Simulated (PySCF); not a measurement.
CH10FNSi3, SMILES N[Si@H]([SiH2]C)[SiH2]F.

The structure is a stationary point at PBE-D3(BJ)/def2-SVP. The structure was generated by enumeration; whether it is a known compound was not checked. The values are those of a single conformer.

Calculation: PBE/def2-TZVP run with PySCF.

The molecule is in vacuum.

Computed frontier levels, gap, dipole moment:
The highest occupied level is -6.10 eV and the lowest empty level is -1.87 eV. The orbital gap comes out as 4.23 eV. The dipole moment is 1.81 D and the quadrupole, principal values (traceless, Buckingham form, about the centre of nuclear charge) is -8.40, -2.69, 11.09 D·Å.
